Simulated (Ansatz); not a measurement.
This geometry of a periodic cell of 17 atoms, Si (host Si, host structure diamond, interstitial Si) is a first-order saddle point.

The calculation used Ansatz 0.2.0, DFT PBE, scalar-relativistic, plane waves, PAW. Settings: PAW set soft_1, cutoff 420 eV, k mesh 2x2x2, gaussian smearing 0.05 eV, no spin polarisation.

```xyz
17
Lattice="0.0000 5.4300 5.4300 5.4300 0.0000 5.4300 5.4300 5.4300 0.0000" Properties=species:S:1:pos:R:3
Si -0.079 0.009 0.080
Si 1.322 1.410 1.307
Si 2.597 2.791 -0.074
Si 3.970 4.164 1.461
Si 2.917 0.203 2.514
Si 4.124 1.410 4.108
Si 5.505 2.791 2.833
Si 6.976 4.263 3.884
Si -0.079 2.637 2.708
Si 1.128 3.844 4.303
Si 2.498 5.215 2.932
Si 3.970 6.686 3.983
Si 2.723 2.637 5.510
Si 4.124 4.039 6.737
Si 5.505 5.314 5.356
Si 6.877 6.686 6.891
Si 4.737 7.453 6.124
```

Q: Which two structures does it join? (They come from a converged band through this point; their orientation in space is the band's.)

A: The atom that moves furthest is Si17, by 2.36 Å; four of its nearest neighbours are Si4 2.39, Si12 2.39, Si16 2.39, Si10 2.39 Å at the first end and Si15 2.39, Si5 2.39, Si3 2.39, Si7 2.39 Å at the last.

Initial state:

```xyz
17
Lattice="0.0000 5.4300 5.4300 5.4300 0.0000 5.4300 5.4300 5.4300 0.0000" Properties=species:S:1:pos:R:3
Si 0.000 0.028 -0.001
Si 1.357 1.348 1.367
Si 2.677 2.711 0.004
Si 4.049 4.089 1.380
Si 2.710 -0.004 2.719
Si 4.063 1.348 4.073
Si 5.426 2.711 2.752
Si 6.788 4.074 4.072
Si 0.000 2.716 2.687
Si 1.388 4.103 4.042
Si 2.723 5.437 2.708
Si 4.049 6.765 4.056
Si 2.743 2.716 5.429
Si 4.063 4.072 6.797
Si 5.426 5.393 5.434
Si 6.805 6.764 6.811
Si 5.436 8.150 5.425
```

Final state:

Only the atoms that move by more than 0.05 Å are listed.
```
Si10 1.358 4.072 4.072
Si17 4.073 6.793 6.791
```

Q: How far does it lie above each of them?

A: 0.31 eV above the first and 0.31 eV above the second. This is the barrier of this one path; another mechanism may lie lower. Limits of this set-up: coarse k mesh, a small cell, in which the defect meets its images, a typed lattice constant that wasn't relaxed here.

Run time: 29 min on 1 thread of AMD EPYC 7R43 64-Core Processor (Zen 3) (shared host), peak memory 0.91 GiB.
